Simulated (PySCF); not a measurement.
Potential energy curve for PH, triplet.

Levels of theory: UKS-CAM-B3LYP = unrestricted CAM-B3LYP/cc-pVDZ (PySCF); UCCSD = CCSD on UHF/cc-pVDZ, 5 core orbitals frozen run with PySCF; UCCSD(T) = CCSD(T) on UHF/cc-pVDZ, 5 core orbitals frozen run with PySCF; CASSCF(6,5)/cc-pVDZ (PySCF); ROKS-M06-2X = restricted open-shell M06-2X/cc-pVDZ (PySCF).

Energies are in kJ/mol, each relative to the lowest point of its own curve near equilibrium.

| R / Å | UKS-CAM-B3LYP | UCCSD | UCCSD(T) | CASSCF(6,5) | ROKS-M06-2X |
|---|---|---|---|---|---|
| 1.15 | 133.4 | 135.3 | 136.0 | 136.0 | 130.8 |
| 1.21 | 75.4 | 76.5 | 77.2 | 77.4 | 73.4 |
| 1.29 | 27.9 | 28.4 | 28.9 | 29.4 | 26.7 |
| 1.34 | 11.4 | 11.7 | 12.0 | 12.6 | 10.6 |
| 1.38 | 3.8 | 3.9 | 4.1 | 4.5 | ? |
| 1.43 | 0.0 | 0.0 | 0.0 | 0.0 | 0.0 |
| 1.48 | 1.3 | 1.2 | ? | 0.3 | ? |
| 1.53 | 6.7 | 6.3 | 5.9 | ? | 7.5 |
| 1.58 | 15.2 | 14.5 | 13.9 | 11.4 | 16.5 |
| 1.67 | 36.2 | 34.7 | 33.6 | 29.0 | 38.2 |
| 1.78 | 68.2 | 64.7 | 63.0 | ? | 71.1 |
| 1.91 | 110.2 | 103.0 | 100.5 | ? | 114.1 |

Problem. Some entries are withheld; supply them.

Solution. 
- 1.38, ROKS-M06-2X: 3.3
- 1.48, UCCSD(T): 1.0
- 1.48, ROKS-M06-2X: 1.8
- 1.53, CASSCF(6,5): 4.4
- 1.78, CASSCF(6,5): 55.6
- 1.91, CASSCF(6,5): 89.3

The scan ran from 1.15 to 5.77 Å; beyond the distances shown one of the unrestricted levels run for this scan, shown here or not, changes its spin distribution in one step. The unrestricted determinant behind UCCSD, UCCSD(T) is spin-contaminated at 1.91 Å (<S²> up to 2.2, against 2.00 for a pure triplet).
